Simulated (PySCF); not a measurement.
Species: iodomethane, CH3I.
SMILES: `CI`

Theory: PySCF, PBE0-D3(BJ)/def2-SVP geometry optimisation, gas phase, def2 core potentials past Kr.

Masses are those of the commonest isotopes; rigid-rotor values at the optimised geometry. 

(1) Give the principal moments of inertia and the rotational constants in MHz.

(2) Classify the top.

(3) Where do the R-branch lines fall?

(4) Estimate the classical rotational partition function at 50 K and 200 K.

## Answers

(1) Ia = 3.28, Ib = 67.45, Ic = 67.45 u·Å²; 505379 MHz·u·Å²/I gives A = 154023, B = 7492, C = 7492 MHz.

(2) A prolate symmetric top, as the point group C3v requires two equal moments. Ray's parameter κ = (2B − A − C)/(A − C) = -1.000; −1 is the prolate and +1 the oblate limit.

(3) The dipole of 1.62 D lies along the symmetry axis, so ΔK = 0 and J+1 ← J falls at 2B(J+1) for every K: 14.98 GHz, 29.97 GHz, 44.95 GHz, 59.94 GHz, 74.92 GHz for J = 0 to 4.

(4) Point group C3v, symmetry number σ = 3; q = (√π/σ)·√((kT/h)³/(ABC)), k/h = 20836.6 MHz/K: 214 at 50 K, 1710 at 200 K.

No PBE0-D3(BJ)/def2-SVP frequencies stand behind this structure, so it isn't proved a minimum. Constants of a rigid frame at the computed geometry: no zero-point averaging, no centrifugal distortion.
